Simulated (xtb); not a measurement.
dimethyl selenide (C₂H₆Se), singlet, geometry from GFN2-xTB. Base run: GFN0-xTB run with xtb 6.7.1.

The xtb input:
```
$ xtb mol.xyz --gfn 0 --json

# file mol.xyz
9

C      1.42745564    -0.35252996     0.80410118
Se     0.01857231     0.17766848    -0.43947715
C     -1.49174355    -0.26246801     0.71714532
H      1.32047632    -1.40944573     1.03668694
H      2.38153568    -0.17314924     0.31701118
H      1.35160354     0.24752203     1.70786870
H     -1.46408325    -1.32353763     0.95374167
H     -2.40230747    -0.02556005     0.17451211
H     -1.43295603     0.33343014     1.62492343
```

The base run was repeated with changes; each row names its change, and settings that it needs were set with it.

```tsv
change	ΔE vs base (kJ/mol)	HOMO-LUMO gap (eV)
base	0.00	4.03
etemp = 10000	(withheld)	4.03
etemp = 5000	-1.58	4.03
etemp = 3000	-0.04	4.03
acc = 0.0001	0.00	4.03
acc = 1000	0.00	4.03
```

Q: Complete the blanks.

A: 
- etemp = 10000, ΔE vs base (kJ/mol): -39.1
